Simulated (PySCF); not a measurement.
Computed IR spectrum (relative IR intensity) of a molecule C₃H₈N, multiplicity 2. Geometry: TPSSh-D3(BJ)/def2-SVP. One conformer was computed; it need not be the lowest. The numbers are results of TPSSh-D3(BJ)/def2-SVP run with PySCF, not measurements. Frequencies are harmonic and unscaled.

```json
[
 {"ν (cm⁻¹)": "44", "relative intensity": "2.7"},
 {"ν (cm⁻¹)": "94", "relative intensity": "3.8"},
 {"ν (cm⁻¹)": "235", "relative intensity": "2.4"},
 {"ν (cm⁻¹)": "285", "relative intensity": "8.9"},
 {"ν (cm⁻¹)": "466", "relative intensity": "2.1"},
 {"ν (cm⁻¹)": "860", "relative intensity": "5.2"},
 {"ν (cm⁻¹)": "948", "relative intensity": "8.2"},
 {"ν (cm⁻¹)": "1031", "relative intensity": "10"},
 {"ν (cm⁻¹)": "1044", "relative intensity": "6.6"},
 {"ν (cm⁻¹)": "1138", "relative intensity": "9.2"},
 {"ν (cm⁻¹)": "1218", "relative intensity": "16"},
 {"ν (cm⁻¹)": "1267", "relative intensity": "2.1"},
 {"ν (cm⁻¹)": "1364", "relative intensity": "45"},
 {"ν (cm⁻¹)": "1394", "relative intensity": "12"},
 {"ν (cm⁻¹)": "1412", "relative intensity": "30"},
 {"ν (cm⁻¹)": "1430", "relative intensity": "18"},
 {"ν (cm⁻¹)": "1474", "relative intensity": "21"},
 {"ν (cm⁻¹)": "1481", "relative intensity": "12"},
 {"ν (cm⁻¹)": "1495", "relative intensity": "9.9"},
 {"ν (cm⁻¹)": "2923", "relative intensity": "63"},
 {"ν (cm⁻¹)": "2943", "relative intensity": "99"},
 {"ν (cm⁻¹)": "2954", "relative intensity": "85"},
 {"ν (cm⁻¹)": "2996", "relative intensity": "100"},
 {"ν (cm⁻¹)": "3039", "relative intensity": "60"},
 {"ν (cm⁻¹)": "3109", "relative intensity": "88"},
 {"ν (cm⁻¹)": "3127", "relative intensity": "63"},
 {"ν (cm⁻¹)": "3131", "relative intensity": "59"}
]
```

### Question
Identify the compound among the candidates.
(A) CC(C)[NH]
(B) CC[N]C
(C) C[CH]NC
(D) [CH2]CNC

### Answer
B, CC[N]C
